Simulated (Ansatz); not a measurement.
Two isomers of CH6BNSi: A = `CB1N[SiH2]1`, B = `[SiH3]N1BC1`.

Gas-phase electronic energies from Ansatz, PBE0-D4/def2-TZVP geometries. CBS: MP2 limit from def2 TZ/QZ plus the TZ coupled-cluster correction, frozen cores. DFT in def2-TZVPP. B3LYP here is the variant with VWN-RPA as its local correlation; programs differ in this.

Q: Which isomer does CCSD(T)/CBS put lower? Give the gap. (Estimate.)

A: Ansatz gave: A, by 67.4 kJ/mol.

Q: Give E(B) − E(A) in kJ/mol with MP2/def2-TZVPP, CCSD(T)/def2-SVP, PBE0-D4, CCSD(T)/def2-TZVPP, r2SCAN-D4, HF/def2-TZVPP, B3LYP-D4. (Best estimate.)

A: Computed: MP2/def2-TZVPP 64.5, CCSD(T)/def2-SVP 64.2, PBE0-D4 75.1, CCSD(T)/def2-TZVPP 67.2, r2SCAN-D4 73.8, HF/def2-TZVPP 41.2, B3LYP-D4 62.4. None reverses the order clearly.

Q: Does the order hold for the free energy at 298.15 K (harmonic terms from PBE0-D4)? (Estimate.)

A: Computed: Yes: G(B) − G(A) = +58.3 kJ/mol.

Largest T1 diagnostic: 0.013.

In def2-TZVPP, CCSD(T) changes the Hartree–Fock value by +26.0 kJ/mol (the triples alone add +3.2 kJ/mol) and MP2 by +23.3 kJ/mol. Leaving LDA and LC-ωPBE aside and taking each functional with its dispersion term where it has one, the values, not all of them listed here, spread over 21.0 kJ/mol, from BHLYP-D4 to PBE-D4. LDA lies +7.2 kJ/mol from PBE without D4.
